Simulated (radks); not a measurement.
The numbers below are computed, except where a source is named.
Problem. Dipole-allowed excitations along the series with 12 electrons in [Ne] 3s2. Level of theory: scalar-relativistic Kohn-Sham, exchange-only LDA, spin-unpolarised, spherical densities, finite nucleus; Fermi nuclear charge, rms radius of each element as measured or else 0.836 A^(1/3) + 0.57 fm (a radial shooting solver on a logarithmic mesh with Libxc functionals). Time-dependent linear response with the Hartree and adiabatic exchange-only LDA kernel, continuum included through the Sternheimer equations, no spin-orbit coupling, so fine structure and intercombination lines are absent. Lines are the poles of the dipole polarisability below minus the highest occupied eigenvalue, found on a grid refined at the orbital gaps; the lowest seven at most are given, and weak or close lines can be missed. The first line takes the name of the lowest orbital gap if no other gap lies below it; otherwise a line is named after a gap within 0.6 % of it, if that gap stands alone.

species  -e(HOMO) (eV)  lowest orbital gap (eV)  first line (eV)     f  static alpha (bohr^3)
Al+             13.782              3s-3p 5.635    7.418 (3s-3p)  1.74                  23.92
P3+             44.342             3s-3p 10.127   13.257 (3s-3p)  1.47                  6.432
S4+             64.560             3s-3p 12.315   16.021 (3s-3p)  1.35                  4.060
Cl5+            87.965             3s-3p 14.495   18.750 (3s-3p)  1.25                  2.746

Estimate the first line of Si2+, its oscillator strength and the static polarisability.

Solution. 10.420 eV (3s-3p), f = 1.62, alpha = 11.32 bohr^3.
